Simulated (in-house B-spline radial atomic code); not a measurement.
Values are calculated unless marked as measured or tabulated.
Weak and strong correlation along the adiabatic connection

Two-electron singlets in several external potentials (atomic units), by full CI in B-splines with partial waves to l = 8 (correlation energies up to 0.6 % small). The repulsion is scaled by λ at fixed density; W(λ) is the mean repulsion less the Hartree energy, W(0) = E_x, and the area under W from 0 to 1 is E_xc.

One system gave this curve:

```tsv
λ	W (hartree)
0	-4.475
0.02	-4.4769
0.05	-4.4798
0.12	-4.4863
0.25	-4.4984
0.4	-4.5121
0.6	-4.53
0.8	-4.5476
1	-4.5649
1.4	-4.5984
2	-4.6463
3	-4.7205
4.5	-4.8199
7	-4.9601
10	-5.0961
```

Q: Which system is it?
A. −Z exp(−kr)/r, Z = 1.56, k = 0.272
B. −Z exp(−kr)/r, Z = 3.35, k = 1.32
C. −Z exp(−kr)/r, Z = 2.21, k = 0.702
D. −Z exp(−kr)/r, Z = 7.93, k = 2.06

A: D. The exchange energy sets the size: −Z exp(−kr)/r, Z = 7.93, k = 2.06: E_x = -4.48, E_c = -0.0457; −Z exp(−kr)/r, Z = 3.35, k = 1.32: E_x = -1.59, E_c = -0.0457; −Z exp(−kr)/r, Z = 2.21, k = 0.702: E_x = -1.01, E_c = -0.0444; −Z exp(−kr)/r, Z = 1.56, k = 0.272: E_x = -0.703, E_c = -0.0421 hartree.
